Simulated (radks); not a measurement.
The silicon anion Si4-, [Ar], held by a Watson sphere: a shell of charge +4 at radius R that stands for the Madelung well of a crystal (potential energy -4/R inside, -4/r outside, in hartree with lengths in bohr). All-electron calculation, non-relativistic Kohn-Sham, PBEsol, spin-polarised, spherical densities, point nucleus. Program: a radial shooting solver on a logarithmic mesh with Libxc functionals. Response by self-consistent Sternheimer equations with the Hartree and adiabatic LDA kernel. The sphere does not respond.

| R (bohr) | e(2p) (eV) | e(3s) (eV) | e(3p) (eV) | <r> 3p (bohr) | sum of <r^2> (bohr^2) | X-ray form factor at sin(theta)/lambda = 0.1 1/angstrom | alpha (bohr^3) |
|---|---|---|---|---|---|---|---|
| 2.67 | -91.751 | -12.816 | -6.644 | 2.750 | 67.55 | 14.192 | 54.11 |
| 2.88 | -91.800 | -12.164 | -6.255 | 2.865 | 72.74 | 13.991 | 63.47 |
| 3.36 | -92.027 | -10.907 | -5.437 | 3.130 | 85.33 | 13.559 | 91.36 |
| 3.64 | -92.156 | -10.312 | -5.013 | 3.286 | 93.15 | 13.329 | 112.8 |
| 3.66 | -92.164 | -10.273 | -4.985 | 3.297 | 93.72 | 13.313 | 114.5 |
| 4.1 | -92.315 | -9.528 | -4.408 | 3.546 | 106.8 | 12.988 | 158.3 |
| 4.28 | -92.360 | -9.280 | -4.202 | 3.649 | 112.4 | 12.869 | 180.3 |
| 4.3 | -92.364 | -9.254 | -4.180 | 3.660 | 113.1 | 12.856 | 182.9 |
| 4.4 | -92.384 | -9.131 | -4.073 | 3.718 | 116.3 | 12.793 | 196.4 |
